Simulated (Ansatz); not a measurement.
Task: Name a neutral molecule of C, Cl, F, O, S, Si and H with HOMO–LUMO gap (PBE0/def2-TZVPP) between 6.90 and 7.20 eV and HOMO energy (ωB97M-V/def2-TZVPP) between -9.50 and -9.20 eV (Ansatz, PBE0-D4/def2-TZVP geometry).

Result: `O[Si](F)(Cl)CS` (7.13 eV, -9.24 eV). Other molecules can fit too; these were computed, each in one conformer that needn't be the lowest.
